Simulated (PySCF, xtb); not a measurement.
C₂H₇ClOSi₂, SMILES [SiH3]C([Si@H](O)Cl)=C.

GFN2-xTB (xtb 6.7.1) at its own geometry gives an orbital gap of 3.83 eV and a dipole moment of 2.05 D.

Coordinates come from a PBE0-D3(BJ)/def2-SVP optimisation. The structure was generated by enumeration; whether it is a known compound was not checked. The values are those of a single conformer.

Task: What does ωB97X/def2-TZVP (PySCF) give? (The exact figures need the calculation; the answer reports its results.)

Result: gap 11.60 eV (levels -10.70 and 0.90 eV), dipole 2.21 D.
